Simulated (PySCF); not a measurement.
C$_{2}$H$_{6}$N (SMILES C=[NH+]C), charge +1, singlet, at a GFN2-xTB geometry. Base run: R2SCAN/def2-SVP in PySCF.

Input for PySCF:
```python
from pyscf import gto, scf, dft

mol = gto.Mole()
mol.atom = '''
    C     1.196705    0.198002   -0.255143
    N     0.156203   -0.258830    0.298603
    C    -1.192818    0.058660   -0.044181
    H     1.119568    0.903369   -1.075976
    H     2.185864   -0.098450    0.070416
    H     0.247177   -0.924346    1.072692
    H    -1.704677    0.478110    0.825336
    H    -1.236808    0.767256   -0.869450
    H    -1.727870   -0.854098   -0.317293
'''
mol.basis = 'def2-svp'
mol.charge = 1
mol.spin = 0
mol.verbose = 4
mol.build()

mf = dft.RKS(mol)
mf.xc = 'r2scan'
mf.kernel()
```

Each row names what was changed in the base input (with any setting that the change needs).

```tsv
change	ΔE vs base (mEh)	fitting functions
base	0.000	-
auxbasis = autoaux	-0.026	483
auxbasis = even-tempered beta=2.0	-0.015	507
auxbasis = cc-pvtz-ri	-0.210	423
auxbasis = def2-universal-jkfit	-0.063	335
auxbasis = def2-universal-jfit	-0.205	213
auxbasis = even-tempered beta=3.0	-0.211	348
auxbasis = default (with mf = mf.density_fit())	-0.205	213
auxbasis = def2-tzvp-ri	-0.186	318
auxbasis = cc-pvtz-jkfit	-0.057	417
```

A fitting set is made for a task (jfit for Coulomb, jkfit for Coulomb and exchange, ri for correlation) and for a family of orbital bases.
